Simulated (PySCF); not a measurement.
Excitations are Tamm–Dancoff values on a coarser integration grid. The basis has no diffuse functions, so Rydberg states are missing or too high.

Cartesian coordinates (Å):
SMILES: Cl[SiH2]C1CC1
```xyz
12

Cl    -2.4306     1.9302    -0.5632
Si    -1.6214     0.0998    -0.0662
C      0.1099     0.2828     0.5258
C      1.2345     0.3828    -0.4731
C      1.0663    -0.8695     0.3118
H     -1.6209    -0.7406    -1.2908
H     -2.5094    -0.4948     0.9619
H      0.2498     0.8409     1.4463
H      2.0602     1.0373    -0.2239
H      0.9858     0.3620    -1.5280
H      0.7037    -1.7505    -0.2059
H      1.7721    -1.0803     1.1053
```
Charge 0, spin multiplicity 1.

Q: Estimate the S1–T1 gap (TDA), LUMO, S1 oscillator strength, S1 excitation (TDA), HOMO, T1 excitation (TDA), total energy and HOMO–LUMO gap that PBE0-D4/def2-TZVP in PySCF 2.14.0 returns for this input.

A: 
```
Property                       Value
----------------------  ------------
S1–T1 gap (TDA)              0.38 eV
LUMO                         0.45 eV
S1 oscillator strength         0.011
S1 excitation (TDA)          7.46 eV
HOMO                        -8.38 eV
T1 excitation (TDA)          7.08 eV
total energy            -867.9035 Ha
HOMO–LUMO gap                8.82 eV
```
